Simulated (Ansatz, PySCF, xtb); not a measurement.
Isomers of C2H3N: 1 is CC#N, 2 is [C-]#[N+]C; one conformer of each (the lowest of an xTB search), B3LYP-D3(BJ)/def2-TZVP minima.
Isomer 1 (charge 0, multiplicity 1):
```xyz
6

C     -0.48847     0.00868     0.00601
C      0.96559    -0.01716    -0.01190
N      2.11467    -0.03757    -0.02603
H     -0.88491    -0.59502    -0.81067
H     -0.85956    -0.39080     0.95009
H     -0.84732     1.03187    -0.10750
```
Isomer 2 (charge 0, multiplicity 1):
```xyz
6

C      2.0999    -0.0311     0.0181
N      0.9356    -0.0139     0.0080
C     -0.4822     0.0071    -0.0041
H     -0.8531    -0.5974    -0.8314
H     -0.8653    -0.3959     0.9330
H     -0.8350     1.0312    -0.1236
```

| level | electronic energy of isomer 2 less that of isomer 1 (kJ/mol) | minus CCSD(T)/CBS(cc-pVTZ, cc-pVQZ) | cost |
|---|---|---|---|
| GFN1-xTB | 150.2 | 48.8 | - |
| HF/3-21G | 85.5 | -16.0 | - |
| HF/cc-pVTZ | 82.9 | -18.5 | - |
| HF/cc-pVQZ | 82.5 | -18.9 | - |
| PBE/def2-TZVPP | 104.5 | 3.0 | ×1 |
| B97M-V/def2-TZVPP | 101.7 | 0.2 | ×3 |
| B3LYP/6-31G* | 100.8 | -0.7 | - |
| PBE0-D4/def2-TZVPP | 100.8 | -0.7 | ×2 |
| BHLYP-D3(BJ)/def2-TZVPP | 93.3 | -8.2 | ×2 |
| BHLYP-D4/def2-TZVPP | 93.3 | -8.2 | ×2 |
| M06-2X/def2-TZVPP | 92.2 | -9.3 | - |
| wB97X-V/def2-TZVPP | 95.8 | -5.6 | ×3 |
| MP2/cc-pVQZ | 112.3 | 10.8 | - |
| MP2/CBS(cc-pVTZ, cc-pVQZ) | 112.5 | 11.0 | - |
| SCS-MP2/cc-pVDZ | 109.4 | 8.0 | - |
| CCSD/cc-pVDZ | 101.1 | -0.3 | - |
| CCSD/cc-pVTZ | 99.9 | -1.5 | - |
| CCSD/cc-pVQZ | 99.8 | -1.6 | - |
| CCSD(T)/cc-pVTZ | 101.3 | -0.1 | ×10 |
| CCSD(T)/CBS(cc-pVTZ, cc-pVQZ) | 101.5 | 0.0 | ×300* |

 The comparison column counts from a level with limits of its own.

The rows run from 82.5 (HF/cc-pVQZ) to 150.2 kJ/mol (GFN1-xTB). In cc-pVTZ the value moves HF 82.9, CCSD 99.9, CCSD(T) 101.3, a shift of 18.4 from HF to CCSD(T). The 4 functionals in def2-TZVPP without D3 or D4 span 12.3, from M06-2X to PBE.

No zero-point or thermal terms.

Frozen-core correlation. CBS(a, b) extrapolates the correlation energy as X⁻³ and adds the Hartree–Fock energy of set b. Rows in 3-21G, 6-31G* carry no dispersion term and start afresh at each structure (6-31G* with six Cartesian d functions).

The values were computed with Ansatz (an electronic-structure program) with Gaussian orbitals; PySCF for 3-21G rows, 6-31G* rows, M06-2X, the dispersion terms; xtb for the GFN methods. Values without a source in brackets are computed.

Costs are rough ratios of core time to PBE/def2-TZVPP (about 1.0 s over the structures, on one shared machine); a dash marks a level with no comparable run of its own. A star marks coupled-cluster runs past 200 virtual orbitals, where the program's memory plan changes under this machine's limit, so their costs aren't comparable with smaller runs.
